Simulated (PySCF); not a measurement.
Dipole polarisabilities along group 15

Calculated with PySCF 2.14 for the ground configurations, without spin-orbit coupling: coupled response for Hartree-Fock and DFT. Mean α in bohr³, C₆ of like pairs in atomic units.

```json
{"species": "N [He] 2s2 2p3 (aug-cc-pVQZ with one added diffuse shell each of s, p, d, f, g type, non-relativistic)", "α UHF": "7.177", "α PBE": "8.344", "α PBE0": "7.799", "α recommended (Schwerdtfeger and Nagle)": "7.4 ± 0.2", "C₆ UHF": "23.29", "C₆ PBE": "28.56", "C₆ PBE0": "26.28"}
{"species": "P [Ne] 3s2 3p3 (aug-cc-pV(Q+d)Z with one added diffuse shell each of s, p, d, f, g type, non-relativistic)", "α UHF": "25.45", "α PBE": "27.75", "α PBE0": "26.53", "α recommended (Schwerdtfeger and Nagle)": "25 ± 1", "C₆ UHF": "188.0", "C₆ PBE": "206.6", "C₆ PBE0": "196.2"}
{"species": "As [Ar] 3d10 4s2 4p3 (aug-cc-pVQZ-PP with one added diffuse shell each of s, p, d, f, g type with ECP10MDF, ECP)", "α UHF": "30.33", "α PBE": "33.91", "α PBE0": "32.09", "α recommended (Schwerdtfeger and Nagle)": "30 ± 1", "C₆ UHF": "256.7", "C₆ PBE": "289.5", "C₆ PBE0": "272.0"}
{"species": "Sb [Kr] 4d10 5s2 5p3 (aug-cc-pVQZ-PP with one added diffuse shell each of s, p, d, f, g type with ECP28MDF, ECP)", "α UHF": "44.30", "α PBE": "48.12", "α PBE0": "45.82", "α recommended (Schwerdtfeger and Nagle)": "43 ± 2", "C₆ UHF": "486.2", "C₆ PBE": "527.4", "C₆ PBE0": "500.0"}
{"species": "Bi [Xe] 4f14 5d10 6s2 6p3 (aug-cc-pVQZ-PP with one added diffuse shell each of s, p, d, f, g type with ECP60MDF, ECP)", "α UHF": "50.18", "α PBE": "55.70", "α PBE0": "52.61", "α recommended (Schwerdtfeger and Nagle)": "48 ± 4", "C₆ UHF": "604.9", "C₆ PBE": "672.3", "C₆ PBE0": "631.8"}
```

Hartree-Fock lacks correlation. PBE lies above the recommended values here, as self-interaction makes its density too diffuse. All values carry a basis error.
